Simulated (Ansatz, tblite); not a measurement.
Cost and result up the ladder for W6S15, a cluster (21 atoms). Total charge 0; singlet. Geometry: PBE-D4/def2-SVP.

Cartesian coordinates in Å:
```
W -0.4282 3.4080 -0.3480
W 1.0131 1.0332 0.9026
W 2.4255 -1.2265 2.1287
W -1.1828 0.6584 -1.0375
W 0.1695 -1.6916 0.1348
W -1.9972 -2.1814 -1.7806
S -1.4058 1.8442 1.1007
S 0.9005 1.8670 -1.5141
S 0.7905 4.9386 0.7402
S -1.9423 4.1599 -1.6769
S 0.1772 -0.6568 2.4751
S 2.4835 -0.6340 -0.1396
S 1.9287 2.8402 1.7259
S 2.8159 -3.4070 2.4540
S 3.6636 0.1418 3.2326
S -2.2309 -1.2216 0.3463
S 0.0755 -1.1988 -2.2685
S -2.8189 0.8210 -2.4792
S 0.8902 -3.6614 0.7533
S -1.7207 -4.3019 -1.5552
S -3.6068 -1.5315 -3.1946
```

Ansatz on 2 threads of AMD EPYC 7R13 on a shared host and a share (18 GiB) of an NVIDIA H100 80GB HBM3; xTB runs through tblite on one thread. Times are rough, summed over both states, and most runs start from the orbitals of an earlier one. No level here is sound enough to serve as a yardstick. The other state is a doublet.

In the def2 sets W takes a core potential; there is no spin–orbit coupling. The xTB rows come from tblite. Single mean-field runs in def2-TZVP are fitted with def2-universal-jkfit. HOMO above LUMO, or a gap near zero within one spin, warns that the state may not be the lowest or that an electron is smeared out. The order of the spin states hangs on the level: the triplet lies 0.10 eV below the singlet at r2SCANh-D4/def2-TZVP, but 0.01 eV above it at r2SCAN-D4/def2-TZVP.

Run but left out: PBE-D4/def2-TZVP, BLYP-D4/def2-TZVP (charge +1 doublet: an occupied level 0.01 eV above an empty one); r2SCAN0-D4/def2-TZVP (charge +1 doublet: ⟨S²⟩ 1.06, where a pure state has 0.75).

Raw xTB energies of ions are shifted by several eV.

```csv
level,functions,wall time,vertical IE (eV),remarks
GFN1-xTB,189,0.46 s,12.21,–
GFN2-xTB,189,1.3 s,12.98,–
r2SCAN-D4/def2-TZVP (with forces),795,53 s,7.45,"gap within one spin near zero (+1 doublet), restricted SCF unstable in HF (singlet)"
PBE0-D4/def2-TZVP (with forces),795,55 s,7.56,"restricted SCF unstable in HF (singlet), spin-contaminated (⟨S²⟩ 0.86) (+1 doublet)"
r2SCANh-D4/def2-TZVP,795,74 s,7.53,restricted SCF unstable in HF (singlet)
```
